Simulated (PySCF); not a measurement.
Which element holds O most strongly?

r²SCAN in PySCF with def2-TZVPPD on every atom (core potentials on Ru, Sn, Sb), for the lowest determinant that a PBE0 search found; no spin–orbit coupling. D0 is De less the harmonic zero-point energy.

```csv
M,state (unpaired electrons),Re (Å),ωe (cm⁻¹),D0(MO) (eV)
P,doublet (π ↑),1.482,1250,6.09
Zn,"triplet (σ ↑, π ↑)",1.853,541,1.69
Sb,doublet (π ↑),1.817,856,4.13
Cu,doublet (π ↑),1.715,659,3.07
Ru,"quintet (σ ↑, π ↑↑, δ ↑)",1.693,932,5.37
Ga,doublet (σ ↑),1.696,774,4.48
Sn,singlet (closed shell),1.829,847,5.63
```

Problem. Order the elements by D0 and give the energy of GaO + Ru → RuO + Ga.

Solution. P > Sn > Ru > Ga > Sb > Cu > Zn; ΔE = 4.48 − 5.37 = -0.89 eV at r²SCAN/def2-TZVPPD. Close neighbours can swap at other levels.

The metal atom is held in its measured ground configuration; semilocal functionals can put another filling of s and d lower by some tenths of an eV, and De to that atom would be smaller. These are scalar-relativistic numbers at best; spin–orbit coupling would shift them, the dissociation energy most. States were picked by a PBE0 search and need not be the measured ground states.
